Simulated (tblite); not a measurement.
**Question.** Write Cartesian coordinates for `[SiH3]O[SiH2][CH][SiH]1CC1` [radical] as optimised with GFN2-xTB. (Doublet state.)

**Answer.** 
```xyz
18
C3H11OSi3 angstrom
Si     2.375    0.964    0.180
O      1.554   -0.292   -0.398
Si     1.076   -1.828   -0.670
C     -0.783   -1.902   -0.591
Si    -1.982   -0.567   -0.440
C     -1.522    1.215   -1.025
C     -1.520    1.080    0.457
H      2.176    1.017    1.630
H      1.801    2.136   -0.483
H      3.790    0.798   -0.148
H      1.633   -2.146   -1.993
H      1.722   -2.661    0.356
H     -1.197   -2.897   -0.688
H     -3.429   -0.765   -0.440
H     -0.561    1.319   -1.502
H     -2.291    1.830   -1.469
H     -0.558    1.106    0.944
H     -2.292    1.601    1.004
```

Any rigid rotation of these coordinates is as good. Atoms count from 1 in this order. Si3 (silicon bonded to C, O and 2 H) is distorted tetrahedral (angles from 104.0° to 114.0°). Si5 (silicon bonded to 3 C and H) has angles from 45.3° to 124.0°. The 4 C–Si bonds span 1.801 Å (C4–Si5, drawn single) to 1.932 Å (Si5–C7, drawn single), a spread of 0.131 Å. Si1 (silicon bonded to O and 3 H) is distorted tetrahedral (angles from 105.2° to 111.6°).

Bonds between heavy atoms (Å): Si1–O2 1.607, O2–Si3 1.632, Si3–C4 1.862, C4–Si5 1.801, Si5–C6 1.931, C6–C7 1.488, Si5–C7 1.932.

Computed geometry: GFN2-xTB, gas phase. This method treats the open shell by occupation alone, without spin polarisation.

Point group: C1 (no symmetry element, even within 0.4 Å). Its GFN2-xTB frequencies are all real (lowest 33 cm⁻¹). Torsions: Si1–O2–Si3–C4 135°, O2–Si3–C4–Si5 7°, Si3–C4–Si5–C6 24°.

Hardware: AMD EPYC, one thread, shared host. Cost: 7.0 s wall. That covers the optimisation of the geometry.

One conformer stands for the species.
